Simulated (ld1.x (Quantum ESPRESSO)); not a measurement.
## Hg: one change to a TM potential, before and after

```
Element                 : mercury (Hg)
Generator               : ld1.x (Quantum ESPRESSO) 7.5
Type                    : norm-conserving Troullier–Martins (Kleinman–Bylander form)
Functional              : LDA (PZ)
Relativity              : fully relativistic
Frozen core             : [Xe] 4f14
Valence charge          : 12
Reference configuration : 5d10 6s1.75 6p0 (charge +0.25)
Partial waves           : 6p (bound, empty): rc 2.45 bohr; 5d (bound): rc 2.15 bohr; 5f channel at 0.15 Ry: rc 2.00 bohr; 6s (bound): rc 1.65 bohr
Local potential         : the s channel
Core correction         : a·sin(br)/r model core inside 1.15 bohr
```

Open shells are filled in proportion to 2j + 1 (rel_dist='average').

Change: all radii but the core radius scaled by about 1.28 (s 2.10, p 3.12, d 2.74, f 2.56 bohr).

Cutoffs: the cutoffs (Ry, on a coarse ladder) from which the occupation-weighted sum of valence levels, in a spherical-Bessel basis at the reference potential, stays within 10 and 1 mRy of its value at 400 Ry; they do not see the model core or the augmentation charge, which bear on the density cutoff. Errors are all-electron minus pseudo energies relative to the spin-unpolarised reference configuration.

What does the change do?

The potential gets softer (45 Ry and 90 Ry → 35 Ry and 55 Ry); of the 7 tests that both files solve, the error grows in 3 and shrinks in 0 by more than 15 % and 0.3 meV (median size 0.8 → 3.3 meV); neither file shows a bound ghost. A larger radius leaves more room for a smooth pseudo-wave, so fewer plane waves are needed. More of the atom is replaced by a form fitted at one configuration, so other configurations suffer.

| quantity | base | changed |
| --- | --- | --- |
| cutoff, loose | 45 Ry | 35 Ry |
| cutoff, tight | 90 Ry | 55 Ry |
| loose cutoff by channel (10 mRy a level) | d 40 Ry, s 30 Ry | d 30 Ry, s 8 Ry |
| bound ghosts | none | none |
| error for 5d10 6s2 6p0, meV [ΔE -2.02 eV] | +0.1 | -0.3 |
| error for 5d10 6s1 6p0, meV [ΔE 9.04 eV] | -0.5 | -3.3 |
| error for 5d10 6s0 6p0, meV [ΔE 28.44 eV] | -12 | -29 |
| error for 5d10 6s1 6p1, meV [ΔE 4.06 eV] | -0.8 | -1.0 |
| error for 5d10 6s0 6p1, meV [ΔE 16.47 eV] | -1.5 | -6.2 |
| error for 5d10 6s1.5 6p0, meV [ΔE 2.51 eV] | +0.1 | -0.3 |
| error for 5d9 6s0 6p0, meV [ΔE 64.26 eV] | -120 | -126 |
